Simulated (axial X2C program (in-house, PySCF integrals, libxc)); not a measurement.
Low determinants of TiH⁺ at the PBE0 level, spin-free

Computed with an in-house all-electron X2C program for linear molecules (integrals from PySCF). Spin-free means the one-electron spin-free X2C Hamiltonian. Basis: Ti dyall-cv3z [10s10p6d4f2g], H dyall-v3z [6s2p1d] (cores contracted in-house); Gaussian nuclei, density fitting, unrestricted open shells. Masses: Ti 47.948 u, H 1.008 u.

Search at 1.680 Å (vertical energies from the lowest determinant):

```csv
ΔE (eV),state,electrons beyond evenly filled partner blocks,"electrons in σ, π, δ, φ"
0.00,"M_S = 1, Λ = 3","π+α, δ+α",12 9 1 0
0.05,"M_S = 1, Λ = 0","π+α, π-α",12 10 0 0
0.15,"M_S = 1, Λ = 1","π-α, δ+α",12 9 1 0
0.24,"M_S = 1, Λ = 2","σα, δ+α",13 8 1 0
0.25,"M_S = 1, Λ = 0","δ+α, δ-α",12 8 2 0
0.84,"M_S = 0, Λ = 2","σα, δ+β",13 8 1 0
0.85,"M_S = 1, Λ = 1","σα, π+α",13 9 0 0
```

Lowest determinant, M_S = 1, Λ = 3 (beyond evenly filled blocks: π+α, δ+α): Re = 1.695 Å, ωe = 1765.3 cm⁻¹.

The determinant in row 2 of the search, M_S = 1, Λ = 0 (beyond evenly filled blocks: π+α, π-α), was followed along the bond at PBE0; measured from the minimum of the lowest determinant it gives:

Te = 0.054 eV (434 cm⁻¹), Re = 1.684 Å, ωe = 1744.1 cm⁻¹.

Q: Compare the bond of the determinant in row 2 with that of the lowest one.

A: At PBE0 its Re is 0.011 Å shorter and its force constant, which goes as ωe², is 0.98 times that of the lowest determinant. T0 ≈ Te + Δωe/2 = 434 + (-11) = 423 cm⁻¹.

The search compares states at one distance, so a state with another bond length can lie lower; it is not exhaustive and yields mostly the lowest determinant of each block pattern, so other components and higher states of one pattern are missing. These are energies of single determinants, not of spin-adapted states; PBE0 term energies can be off by some tenths of an eV, and the functional has no current term. The lowest determinant need not be the ground state where others lie within half an eV.
